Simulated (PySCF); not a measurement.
How methods differ on the excitation energy of Xe²⁺

Xe²⁺ [Kr] 4d10 5s2 5p4 (3P) → Xe²⁺ [Kr] 4d10 5s2 5p3 6s1 (5S), as a difference of total energies. Calculation: PySCF 2.14, in aug-cc-pVQZ-DK3; the spin-free X2C one-electron Hamiltonian (Gaussian nucleus). Correlated levels: valence: [Kr] 4d10 frozen. The calculations carry no spin-orbit coupling.

```tsv
method	excitation energy (cm⁻¹)
UHF	113310
LDA	116950
PBE	115460
PBE0	116940
r2SCAN	119760
MN15	117900
wB97X	122840
M06-2X	116000
MP2 (valence)	115430
SCS-MP2 (valence)	117560
```

A first-order spin-orbit estimate (lowest level to lowest level, LS coupling) adds 0.453 eV.

The promoted electron is Rydberg-like, and one or two diffuse shells describe it only roughly, which tends to raise the upper state.
